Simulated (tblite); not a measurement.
Compound: C3H5BO2Se.
Numbering: `[CH2:1]=[C:2]1[O:3][BH:4][O:5][CH2:6][Se:7]1` (hydrogens: H8, H9 on C1; H10 on B4; H11, H12 on C6)

Computed with GFN2-xTB (tblite), gas phase: L-BFGS steps from a force-field or distance-geometry start until the largest atomic force falls under 0.01 eV/Å.

Step 9: E = -586.7569 eV
```
atom  x, y, z in Å  |  force x, y, z in eV/Å
C1      2.3244   -0.4557    0.2894   -0.120   0.092   0.168
C2      1.0604   -0.1108    0.0810   -0.200  -0.116  -0.005
O3      0.2912   -0.7367   -0.8288    0.116   0.102   0.041
B4     -0.9438   -0.4430   -1.2612   -0.309  -0.453  -0.800
O5     -1.7902    0.4763   -0.7251    0.439  -0.185   0.147
C6     -1.5777    0.7762    0.6150   -0.004  -0.203  -0.162
Se7     0.2708    1.3705    1.0863   -0.059  -0.184  -0.388
H8      2.8416   -1.2191   -0.2678   -0.154   0.074   0.064
H9      2.8159    0.0604    1.0856    0.465   0.060   0.076
H10    -1.3108   -1.1257   -2.1700    0.082   0.507   0.270
H11    -2.2688    1.5665    0.8953   -0.052   0.023   0.244
H12    -1.7120   -0.1596    1.1746   -0.203   0.282   0.343
```

Step 10: E = -586.7925 eV
```
atom  x, y, z in Å  |  force x, y, z in eV/Å
C1      2.3277   -0.4534    0.2964   -0.132   0.031   0.116
C2      1.0589   -0.1252    0.0878   -0.316   0.096  -0.006
O3      0.2856   -0.7415   -0.8273    0.195   0.023   0.002
B4     -0.9483   -0.4490   -1.2810   -0.067  -0.290  -0.351
O5     -1.7860    0.4647   -0.7197    0.230  -0.232   0.072
C6     -1.5852    0.7730    0.6189    0.125  -0.119  -0.135
Se7     0.2662    1.3772    1.0784   -0.010  -0.269  -0.384
H8      2.8324   -1.2188   -0.2740   -0.111   0.117   0.148
H9      2.8326    0.0664    1.0892    0.306  -0.043  -0.081
H10    -1.3001   -1.1205   -2.1989    0.040   0.501   0.256
H11    -2.2687    1.5737    0.8996   -0.035  -0.054   0.146
H12    -1.7139   -0.1474    1.2047   -0.225   0.237   0.219
```

Q: Estimate the geometry and energy of step 11. (The exact step hangs on the optimiser's Hessian estimate; all steps are aligned on step 10, rigid shifts and turns removed.)

A: E = -586.8194 eV, largest force 0.376 eV/Å
```
atom  x, y, z in Å  |  force x, y, z in eV/Å
C1      2.3273   -0.4509    0.3040   -0.207   0.019   0.059
C2      1.0527   -0.1342    0.0928   -0.151   0.195   0.035
O3      0.2841   -0.7450   -0.8274    0.180  -0.101  -0.119
B4     -0.9502   -0.4564   -1.2991    0.194  -0.059   0.167
O5     -1.7790    0.4510   -0.7156   -0.011  -0.226   0.012
C6     -1.5888    0.7691    0.6202    0.151  -0.015  -0.055
Se7     0.2626    1.3773    1.0654    0.016  -0.220  -0.301
H8      2.8233   -1.2162   -0.2756   -0.077   0.116   0.179
H9      2.8506    0.0699    1.0901    0.135  -0.105  -0.185
H10    -1.2928   -1.1089   -2.2174   -0.028   0.367   0.079
H11    -2.2688    1.5774    0.9054    0.019  -0.132   0.015
H12    -1.7199   -0.1339    1.2313   -0.220   0.161   0.112
```

The energy changes by -0.0269 eV. The first-order estimate −F·Δx gives -0.0390 eV and the mean of the old and new forces, exact on a quadratic surface, -0.0268 eV. The step makes an angle of 53° with the force vector and moves no atom by more than 0.030 Å.

What follows is the cost of the whole relaxation. Time: 0.64 s of wall time. Hardware: an Intel Xeon at 2.70 GHz with one thread, shared host with 64 logical CPUs at a one-minute load of 4.6.
